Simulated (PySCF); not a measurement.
Core-level binding energies of `CN[SiH2]C[SiH3]`

Compound: C2H11NSi2.
SMILES with atom numbers: `[CH3:1][NH:2][SiH2:3][CH2:4][SiH3:5]`

Theory: PySCF 2.14.0, delta-SCF UKS SCAN, pcX-2 on the ionised atom, pcseg-1 elsewhere, spin-free X2C. These are vertical core ionisation energies against the vacuum level, from separate self-consistent calculations with and without the core hole.

Task: List the computed XPS lines with their assignment.

Result: 
```tsv
atom(s)	environment	level	binding energy (eV)	2p1/2 (eV)	above the level's lowest (eV)	count
Si5	SiH3 silicon	Si 2p3/2	106.42	107.04	0.00	1
Si3	SiH2 silicon	Si 2p3/2	106.58	107.20	+0.16	1
C4	sp3 carbon bound to silicon	C 1s	289.70	–	0.00	1
C1	N-methyl carbon	C 1s	291.61	–	+1.91	1
N2	silicon-bound nitrogen	N 1s	404.32	–	0.00	1
Si5	SiH3 silicon	Si 1s	1846.19	–	0.00	1
Si3	SiH2 silicon	Si 1s	1846.45	–	+0.26	1
```

The listed C 1s values span 1.91 eV, from C4 (bonded to 2 H and 2 Si) to C1 (bonded to N and 3 H).

The listed Si 1s values span 0.26 eV, from Si5 (bonded to C and 3 H) to Si3 (bonded to N, C and 2 H). Summing the Pauling electronegativity differences to the bonded atoms, each weighted by its formal bond order, gives +1.55 for the lowest site and +2.39 for the highest.

The 2 Si 2p3/2 values lie within 0.16 eV of each other.

Task: Which effective nuclear charge Zeff reproduces each element's mean 1s value in the hydrogen-like formula E = 13.606 eV × Zeff²?

Result: C (Z = 6): mean 290.7 eV, Zeff = 4.62, Z − Zeff = 1.38; N (Z = 7): mean 404.3 eV, Zeff = 5.45, Z − Zeff = 1.55; Si (Z = 14): mean 1846.3 eV, Zeff = 11.65, Z − Zeff = 2.35. Means run over the listed sites, weighted by atom count.

Spin–orbit coupling isn't in the SCF: each 2p doublet comes from a relaxed spin-free hole plus a matrix of the shell (mean-field spin–orbit coupling and the ground-state 2p splitting), with 2p3/2 averaged over its two sublevels. 2p1/2 minus 2p3/2 (ligand field included): Si 0.62 eV. The structure is a single PBE0-D3(BJ)/def2-SVP conformer in the gas phase; no vibrational or solvent corrections.

Conformer computed: `[CH3:1][NH:2][SiH2:3][CH2:4][SiH3:5]`: C1–N2–Si3–C4 -64°, N2–Si3–C4–Si5 -42°.
